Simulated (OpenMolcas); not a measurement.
Ti3+ among 6 point charges of -0.5 e arranged as an octahedron (Oh), 1.81 Å from the ion.
```
   1.8100    0.0000    0.0000  -0.50
   0.0000    1.8100    0.0000  -0.50
  -1.8100    0.0000    0.0000  -0.50
   0.0000   -1.8100    0.0000  -0.50
   0.0000    0.0000    1.8100  -0.50
   0.0000    0.0000   -1.8100  -0.50
```

```json
{
  "Program": "OpenMolcas",
  "Method": "SS-CASPT2, IPEA 0.25 Eh, imaginary shift 0.1 Eh (closed shells correlated: 3s 3p)",
  "Basis": "ANO-RCC-VDZP [5s4p2d1f]",
  "Scalar Hamiltonian": "DKH2, point nucleus",
  "Active space": "1 electron in 5 orbitals (3d)",
  "State averaging": "2S+1 = 2 even, 5 roots",
  "Spin-orbit coupling": "state interaction with AMFI integrals over the reference wave functions"
}
```

Task: What is the spin-free ground state (labels of O, the rotations of Oh)?

Result: 2T2, 3-fold in its orbital part, 100 % from free-ion D terms; it has the highest spin that d1 allows.

Task: Where is the first state of the same spin?

Result: 2E at 3020 cm-1 above the ground state.

Task: What are the lowest two levels with spin-orbit coupling?

Result: A 4-fold level Γ8, then a 2-fold level Γ7 240 cm-1 above it. Their leading multiplicities are 2 (100 %) and 2 (100 %).

Task: What is χT at 300 K, and how does it compare with the textbook value?

Result: The lowest level has 2S+1 = 2, for which the spin-only value is χT = S(S+1) / 2 = 0.375 cm3 K/mol (g = 2). The computed 0.472 at 300 K differs by +0.097, through orbital momentum, spin-orbit coupling and any other state in reach. With a threefold ground state the orbital momentum is unquenched, so the spin-only value is not expected to hold.

Task: Which ligand-field parameters describe the states?

Result: The gap between the two states is 10Dq = 3022 cm-1. 

Roots that are degenerate in the reference are averaged as groups; the widest CASPT2 spread within a group is 17 cm-1 (the 2-fold group of multiplicity 2 near 3020 cm-1 above the lowest state of its run). Shifts and gaps below about the spread of the groups concerned are not significant. An orbital triplet at a regular site is open to Jahn-Teller coupling, which can distort the site and quench the lowest spin-orbit gaps and is left out. This field is weak: 10Dq is about 3022 cm-1, while octahedral complexes of 3d ions of charge 3 and more, computed by the same method with explicit ligands, had a median near 15000 cm-1. Ground spin and moment need not be those of a real site. The ground term spreads over less than 5000 cm-1, several times less than with real ligands, so orbital moments are less quenched and χT lies further from the spin-only value than at real sites. Free-ion shares, where given, are those of the reference states; single-state CASPT2 does not remix them. Point charges carry no covalency, so the field is a model and not that of real ligands. No measured value stands beside these numbers.
